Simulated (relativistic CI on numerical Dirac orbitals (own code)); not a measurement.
## A ladder of approximations for the levels of Kr3+

Calculated with a relativistic CI code on KLI orbitals (one set per configuration, finite nucleus), adding one ingredient at a time: step 1, Dirac-Coulomb, each configuration alone; step 2, with Breit and QED terms; step 3, with configuration mixing; step 4, with scaled Slater integrals (0.85); step 5, with a P86 correlation estimate; step 6, tied to the ionisation limit. P86 is a density functional for the correlation energy, evaluated here for each configuration and added to its levels. Step 6 is semi-empirical: configurations made of the next ion and one excited electron move by -6657 cm⁻¹, so that their limit matches the tabulated ionisation energy, and those with a non-penetrating f or g electron also take the P86 value of the least penetrating other one.

Configuration list (outside the closed core [Ar] 3d10): 4s2 4p3, 4s 4p4, 4s2 4p2 4d, 4s2 4p2 5s, 4s2 4p2 5p, 4s2 4p2 5d, 4s2 4p2 6s, 4p5, 4s2 4p2 4f, 4s 4p3 4d, 4s 4p3 4f, 4s2 4p2 6p, 4s2 4p2 5f, 4s2 4p 4d2, 4s2 4d3, 4s2 4d2 5s, 4s2 4d2 5p, 4s2 4d2 5d, 4s2 4d2 6s, 4s2 4p 4f2, 4s2 4d 4f2, 4s2 4f2 5s, 4s2 4f2 5p, 4s2 4f2 5d, 4s2 4f2 6s, 4p3 4d2, 4p2 4d3, 4p2 4d2 5s, 4p2 4d2 5p, 4p2 4d2 5d, 4p2 4d2 6s.

Computed minus measured energy above the ground level, in cm⁻¹, for 16 of the 44 excited levels that pair in every step (one J of a term; a digit in brackets numbers repeated terms):

| Configuration | Term | J | Measured | Step 1 | Step 2 | Step 3 | Step 4 | Step 5 | Step 6 |
| --- | --- | --- | --- | --- | --- | --- | --- | --- | --- |
| 4s2 4p3 | 2D° | 3/2 | 17038 | 4518 | 4546 | 2927 | -49 | -28 | -42 |
| 4s2 4p3 | 2P° | 1/2 | 31056 | 6919 | 6904 | 3156 | -1219 | -1203 | -1209 |
| 4s 4p4 | 4P | 5/2 | 118762 | 5197 | 5004 | 4146 | 5868 | 6502 | 5768 |
| 4s 4p4 | 2D | 3/2 | 145773 | 23402 | 23173 | 8926 | 7152 | 8062 | 6329 |
| 4s2 4p2 4d | 2P | 3/2 | 163445 | 19474 | 19282 | 9679 | 7378 | 9032 | 4608 |
| 4s2 4p2 4d | 4F | 3/2 | 172724 | -1618 | -1717 | 7264 | 5352 | 7660 | 1071 |
| 4s2 4p2 4d | 4D | 1/2 | 180687 | -1734 | -1876 | 8851 | 5912 | 8191 | 1680 |
| 4s2 4p2 5s | 4P | 1/2 | 202373 | -1743 | -1700 | 8025 | 3576 | 8339 | 1744 |
| 4s2 4p2 5s | 2P | 1/2 | 208920 | 506 | 497 | 9492 | 4635 | 9075 | 2485 |
| 4s2 4p2 5p | 4D° | 3/2 | 238269 | -1507 | -1538 | 7983 | 3843 | 9235 | 2603 |
| 4s2 4p2 5p | 4P° | 1/2 | 243567 | -1657 | -1748 | 8065 | 3601 | 8988 | 2355 |
| 4s2 4p2 5p | 4S° | 3/2 | 246613 | -577 | -706 | 8990 | 4245 | 9631 | 3002 |
| 4s2 4p2 5d | 4F | 3/2 | 290606 | -3298 | -3346 | 6817 | 2412 | 8249 | 1620 |
| 4s2 4p2 5d | 4D | 1/2 | 295268 | -3468 | -3585 | 6781 | 2224 | 8069 | 1445 |
| 4s2 4p2 6s | 4P | 1/2 | 296713 | -4289 | -4287 | 5524 | 868 | 7550 | 913 |
| 4s2 4p2 5d | 2F | 5/2 | 296954 | -2840 | -2961 | 8292 | 3361 | 9160 | 2530 |

Mean absolute errors in cm⁻¹, over all paired levels and for the configurations:

| Configuration, levels | Step 1 | Step 2 | Step 3 | Step 4 | Step 5 | Step 6 |
| --- | --- | --- | --- | --- | --- | --- |
| all, 44 | 4103 | 4097 | 8534 | 4496 | 7968 | 2667 |
| 4s2 4p3, 4 | 5641 | 5618 | 2954 | 618 | 611 | 613 |
| 4s 4p4, 5 | 12525 | 12282 | 6013 | 6345 | 7090 | 5955 |
| 4s2 4p2 4d, 13 | 3935 | 3987 | 10547 | 6287 | 8575 | 2233 |
| 4s2 4p2 5s, 3 | 1402 | 1362 | 9698 | 4852 | 9354 | 2909 |
| 4s2 4p2 5p, 13 | 1528 | 1518 | 9720 | 4128 | 9512 | 2895 |
| 4s2 4p2 5d, 5 | 3169 | 3287 | 7102 | 2560 | 8394 | 1763 |
| 4s2 4p2 6s, 1 | 4289 | 4287 | 5524 | 868 | 7550 | 913 |

Measured levels: Saloman, J. Phys. Chem. Ref. Data 36, 215 (2007).

The mean absolute error is lowest at step 6 (2667 cm⁻¹), and the largest single drop is from step 5 to 6 (7968 to 2667). Terms of the ground configuration are off by 5641 at first, 2954 with mixing and 618 after scaling, which stands in for the correlation that narrows term splittings. Mixing lowers the ground level by 11584, with 4s 4p3 4d as its largest admixture; relative to it the configurations that move most are 4s2 4p2 5d by +10389, 4s2 4p2 6s by +9811, 4s2 4p2 5s by +9470. Configurations whose own partners of that kind are not in the list rise by much of that lowering, so a short list can trade one imbalance for another. The P86 estimate moves 4s2 4p2 6s by +6681, 4s2 4p2 5d by +5834, 4s2 4p2 5p by +5384, and takes the mean absolute error of the excited configurations from 4884 to 8704; it adds to levels that were already too high. Step 6 takes that error from 8704 to 2873; the error more than halves for 4s2 4p2 4d, 4s2 4p2 5s, 4s2 4p2 5p, 4s2 4p2 5d, 4s2 4p2 6s.
